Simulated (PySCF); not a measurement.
Computed IR spectrum (relative IR intensity) of a molecule C4H5FO. Geometry optimised at PBE-D3(BJ)/def2-SVP. Other conformers were not sampled. All values below come from PBE-D3(BJ)/def2-SVP (PySCF). Harmonic, unscaled wavenumbers; measured fundamentals usually lie a few per cent lower.

```json
[
 {"ν (cm⁻¹)": "132", "relative intensity": "8.3"},
 {"ν (cm⁻¹)": "225", "relative intensity": "6.6"},
 {"ν (cm⁻¹)": "366", "relative intensity": "6.5"},
 {"ν (cm⁻¹)": "571", "relative intensity": "5.0"},
 {"ν (cm⁻¹)": "713", "relative intensity": "6.0"},
 {"ν (cm⁻¹)": "815", "relative intensity": "4.1"},
 {"ν (cm⁻¹)": "898", "relative intensity": "23"},
 {"ν (cm⁻¹)": "909", "relative intensity": "5.1"},
 {"ν (cm⁻¹)": "1004", "relative intensity": "42"},
 {"ν (cm⁻¹)": "1018", "relative intensity": "32"},
 {"ν (cm⁻¹)": "1030", "relative intensity": "4.0"},
 {"ν (cm⁻¹)": "1240", "relative intensity": "35"},
 {"ν (cm⁻¹)": "1291", "relative intensity": "25"},
 {"ν (cm⁻¹)": "1351", "relative intensity": "6.2"},
 {"ν (cm⁻¹)": "1361", "relative intensity": "29"},
 {"ν (cm⁻¹)": "1412", "relative intensity": "24"},
 {"ν (cm⁻¹)": "1780", "relative intensity": "100"},
 {"ν (cm⁻¹)": "2815", "relative intensity": "97"},
 {"ν (cm⁻¹)": "3067", "relative intensity": "2.7"}
]
```

### Question
Identify the compound among the candidates.
A) O=CC1(F)CC1
B) C[C@@H]1OC=C1F
C) CC1=C(F)CO1
D) C=C(F)CC=O

### Answer
A, O=CC1(F)CC1
